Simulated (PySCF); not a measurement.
## Structure from NMR data

Molecular formula: C6H6BClO2. Simulated spectra:

1H NMR (500 MHz, computed): δ 8.03 (d, 2H), 7.35 (d, 2H), 2.91 (br s, 2H).

13C{1H} NMR (computed): δ 146.4 (C), 139.4 (CH, 2C), 130.3 (CH, 2C), 129.4 (C).

No relativistic terms, one conformer, isolated molecule, averaged over atoms made equivalent by symmetry, fast rotation or ring inversion. Shieldings: GIAO B97-2/pcSseg-1; PBE0-D3(BJ)/def2-SVP geometry; PySCF.

Chemical shifts δ = σref − σ; 1H (31.38 ppm), 13C (183.69 ppm) vs TMS, all at this level.

Question: Deduce the structure.

Answer: 
4 carbon signals for 6 carbons: some carbons are equivalent by symmetry or fast rotation. Carbon types of the structure: 2 × C, 4 × CH, leaving 2 H on heteroatoms. δC 146.4: aromatic carbon bearing chlorine. δC 139.4, 130.3: aromatic CH; the aromatic region. δC 129.4: substituted aromatic carbon. δH 8.03, 7.35: hydrogen on an aromatic CH; ring-current deshielding. δH 2.91: hydrogen on an oxygen bonded to B; exchangeable, gas-phase position.

Structure: SMILES C1=CC(B(O)O)=CC=C1Cl.

The data come from this structure; uniqueness wasn't tested.

OH/NH shifts are gas-phase values; hydrogen bonding in solution moves them, usually downfield. A carbon bonded to boron is broadened by the quadrupolar boron nucleus and is often missing from a measured spectrum. Carbons that carry Cl, above all several Cl atoms, come out too deshielded, partly because spin–orbit coupling is missing. Shifts are as computed. Against solution values, carbons near 30 ppm lie about +1 ppm off and those near 130 ppm about +2 ppm. Of 1309 compounds with measured shifts, 239 miss one by over three times the rms of a fit or turn the order of signals round; such compounds aren't used in these exercises. No couplings were computed; multiplicities are counted from neighbouring protons, with m where these are inequivalent, close in shift, in a saturated or five-membered ring or joined by F or P, and br s for small geminal =CH2 splittings.
